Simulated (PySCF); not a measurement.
[YbSF]− at several levels of theory

Computed with PySCF 2.14.0 (density fitting, no spin-orbit coupling) at the geometry relaxed with PBE0:

```xyz
3
[YbSF]− (singlet in the valence; each metal's 4f electrons, 14 of them, lie in its core potential, out of spins and levels)
Yb   -0.1965    0.0000   -0.0055
S     2.2682    0.0000    0.7030
F    -2.2738    0.0000    0.5430
```

| level | basis | state | HOMO (eV) | gap (eV) | charge on Yb1 (e) | population of f-type functions on Yb1 (polarisation alone where 4f lies in the core) | dipole about the centre of mass (D) | largest force component (eV/Å) |
| --- | --- | --- | --- | --- | --- | --- | --- | --- |
| PBE0 | Yb lcecp-0-SVP with ECP60, S def2-SVP, F def2-SVP | singlet | – | – | 0.19 | 0.01 | 7.79 | 0.01 |
| CAM-B3LYP | the same | singlet | – | – | 0.16 | 0.01 | 7.94 | 0.06 |
| PBE0 | Yb lcecp-0-TZVP with ECP60, S def2-TZVP, F def2-TZVP | singlet | – | – | 0.71 | 0.02 | 8.46 | 0.30 |

In the lcecp rows the 4f levels are missing from HOMO and gap, and the state counts the valence alone.

Charges are Mulliken's, which hang on the basis. The relaxation used the grid (50, 194), these runs (75, 302) or, all-electron (x2c bases, spin-free X2C Hamiltonian), (99, 590).

Problem. What does r2SCAN with Yb lcecp-0-SVP with ECP60, S def2-SVP, F def2-SVP give here?

Solution. state singlet, charge on Yb1 (e) 0.17, population of f-type functions on Yb1 (polarisation alone where 4f lies in the core) 0.01, dipole about the centre of mass (D) 7.73, largest force component (eV/Å) 0.15. Time: 2.2 s on 2 threads of Arm Neoverse V2, on a shared host, from an already converged density.

An lcecp potential fixes the number of 4f electrons, so in runs with it no electron can move into or out of that shell.
